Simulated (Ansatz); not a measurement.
Reaction (ligand exchange at a B–C bond): `BC(=C)SC` + `OB1CO1` → `BOB1CO1` + `C=CSC`

Program: Ansatz. Geometries: PBE0-D4/def2-TZVP. ΔE: electronic, gas phase. CCSD(T)/CBS adds triple-zeta CCSD(T) − MP2 to the extrapolated MP2 energy (def2 sets, frozen cores). DFT in def2-TZVPP. B3LYP here is the variant with VWN-RPA as its local correlation; programs differ in this. Each species was taken in one conformer, which may not be the lowest.

CCSD(T)/CBS gives -92.0 kJ/mol.

Another level gave -94.3 kJ/mol. Which?
A. PBE0-D4/def2-TZVPP
B. ωB97X-V/def2-TZVPP
C. HF/def2-TZVPP
D. B3LYP/def2-TZVPP

B. ωB97X-V -94.3, PBE0-D4 -86.4, HF/def2-TZVPP -113.0, B3LYP -99.3 kJ/mol.

Largest T1 diagnostic among the species: 0.015.

In def2-TZVPP, CCSD(T) changes the Hartree–Fock value by +20.7 kJ/mol (the triples alone add +3.9 kJ/mol) and MP2 by +23.1 kJ/mol. The D4 term adds +5.2 kJ/mol with B3LYP and +2.7 kJ/mol with PBE0; it sums over pairs of atoms, weighted by their polarisabilities, and B3LYP, whose exchange is more repulsive, gets the larger term. From PBE to PBE0 (25 % exact exchange), in def2-TZVPP and without D4, ΔE moves by −3.2 kJ/mol.
